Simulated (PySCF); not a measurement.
Geometry (Å), atoms numbered from 1 in this order:
```xyz
20

C     3.281    1.156    0.127
C     1.983    0.998   -0.139
P     1.161   -0.524    0.394
O     2.095   -1.447    1.114
C    -0.374   -0.006    1.190
C    -1.430   -0.089    0.363
C    -2.831    0.287    0.708
C    -1.136   -0.575   -1.040
C     0.266   -1.185   -1.071
H     3.820    0.367    0.664
H     3.832    2.053   -0.173
H     1.400    1.762   -0.669
H    -0.430    0.355    2.219
H    -3.202    1.069    0.024
H    -2.918    0.655    1.739
H    -3.503   -0.579    0.586
H    -1.910   -1.287   -1.374
H    -1.210    0.286   -1.729
H     0.235   -2.272   -0.895
H     0.814   -1.012   -2.008
```

Geometry: PBE0-D3(BJ)/def2-SVP; GIAO absolute shieldings from PySCF 2.14, gas phase, non-relativistic, averaged over equivalent atoms.

At PBE0/pcSseg-1 (215 basis functions, 35 s wall time on 1 thread of an Arm Neoverse V2, shared host):
```json
{"atoms": "C6", "σ (ppm)": "18.5"}
{"atoms": "C1", "σ (ppm)": "40.2"}
{"atoms": "C2", "σ (ppm)": "43.4"}
{"atoms": "C5", "σ (ppm)": "52.8"}
{"atoms": "C8", "σ (ppm)": "149.6"}
{"atoms": "C9", "σ (ppm)": "153.4"}
{"atoms": "C7", "σ (ppm)": "161.1"}
{"atoms": "P3", "σ (ppm)": "284.5"}
{"atoms": "O4", "σ (ppm)": "235.2"}
{"atoms": "H10", "σ (ppm)": "24.29"}
{"atoms": "H11", "σ (ppm)": "24.82"}
{"atoms": "H12", "σ (ppm)": "25.18"}
{"atoms": "H13", "σ (ppm)": "25.41"}
{"atoms": "H17", "σ (ppm)": "29.03"}
{"atoms": "H18", "σ (ppm)": "29.22"}
{"atoms": "H14/H15/H16", "σ (ppm)": "29.35"}
{"atoms": "H19", "σ (ppm)": "29.40"}
{"atoms": "H20", "σ (ppm)": "29.53"}
```

Question: Estimate the result of repeating the calculation with KT3/pcSseg-1.

Answer: 
| atoms | σ at KT3/pcSseg-1 | change |
| --- | --- | --- |
| C6 | 30.0 | +11.5 |
| C1 | 52.9 | +12.7 |
| C2 | 53.3 | +9.9 |
| C5 | 62.1 | +9.3 |
| C8 | 146.6 | -3.0 |
| C9 | 151.0 | -2.4 |
| C7 | 159.0 | -2.1 |
| P3 | 309.0 | +24.5 |
| O4 | 225.4 | -9.8 |
| H10 | 24.71 | +0.42 |
| H11 | 25.20 | +0.38 |
| H12 | 25.39 | +0.21 |
| H13 | 25.69 | +0.28 |
| H17 | 29.03 | +0.00 |
| H18 | 29.19 | -0.03 |
| H14/H15/H16 | 29.43 | +0.08 |
| H19 | 29.52 | +0.12 |
| H20 | 29.54 | +0.01 |

The largest change is at P3 (phosphorus bonded to 3 C, O, in a 5-membered ring). Cost: 215 basis functions, 50 s wall time on 1 thread of an Arm Neoverse V2, shared host. The order of the carbon signals is the same at both levels.
